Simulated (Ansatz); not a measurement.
Computed with Ansatz on PBE0-D4/def2-TZVP structures; ΔE is electronic, products minus reactants. CBS: MP2 limit from def2 TZ/QZ plus the TZ coupled-cluster correction, frozen cores. This one scheme is used for every species. DFT in def2-TZVPP. HSE06 is defined as in plane-wave codes. For Se outer-core shells are correlated without core-valence functions, which leaves a few kJ/mol of doubt a bond. Scalar relativity is left out up to krypton. Each species was taken in one conformer, which may not be the lowest.

Consider the substitution at a C–Se bond: `C[Se][Al]([Cl])[Cl]` + H₂S → CH₃SH + `[Cl][Al]([Cl])[SeH]`.

```
          level  ΔE (kJ/mol)  difference from CCSD(T)/CBS
        BLYP-D4          7.1                          2.0
         B97M-V          2.9                         -2.2
     r2SCAN0-D4          2.1                         -3.0
       BHLYP-D4          4.3                         -0.8
   CAM-B3LYP-D4          2.7                         -2.4
         B2PLYP          3.4                         -1.7
            PBE          1.5                         -3.6
         revPBE          0.4                         -4.7
           BLYP          1.6                         -3.5
         r2SCAN          2.2                         -2.9
        r2SCAN0          1.0                         -4.1
          HSE06          0.4                         -4.7
        LC-ωPBE         -1.8                         -6.9
 MP2/def2-TZVPP          8.2                          3.1
CCSD/def2-TZVPP          5.4                          0.3
  MP2/CBS(def2)          6.5                          1.4
    CCSD(T)/CBS          5.1                            0
```

Largest T1 diagnostic among the species: 0.009.

Leaving LDA and LC-ωPBE aside and taking each functional with its dispersion term where it has one, the values, not all of them listed here, spread over 5.0 kJ/mol, from ωB97X-V to BLYP-D4. In def2-TZVPP, CCSD(T) changes the Hartree–Fock value by +9.1 kJ/mol (the triples alone add +1.5 kJ/mol) and MP2 by +10.5 kJ/mol. At CCSD(T), def2-SVP lies −3.1 kJ/mol from the extrapolated value and def2-TZVPP +1.7 kJ/mol.
